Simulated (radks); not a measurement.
The nuclear charge of neutral rubidium is varied continuously with 37 electrons held in [Kr] 5s1. Calculated with a radial shooting solver on a logarithmic mesh with Libxc functionals: Dirac Kohn-Sham, PBEsol, spin-unpolarised, spherical densities, point nucleus. By the Hellmann-Feynman theorem dE/dZ = E(electron-nucleus)/Z, the electronic potential at the nucleus.

Z      E (hartree)  E(electron-nucleus)/Z (hartree)   HOMO  e(HOMO) (eV)  <r> HOMO (bohr)
36.75  -2931.19810                         -192.710  5s1/2        -1.091            5.979
37     -2979.59921                         -194.498  5s1/2        -2.222            5.249
37.25  -3028.44668                         -196.282  5s1/2        -3.537            4.762
37.5   -3077.73992                         -198.064  5s1/2        -5.006            4.402
37.75  -3127.47859                         -199.845  5s1/2        -6.611            4.120
38     -3177.66254                         -201.626  5s1/2        -8.341            3.890

The central difference of E at Z = 37 is -194.497 hartree, to compare with the third column; the second derivative is -7.14 hartree.
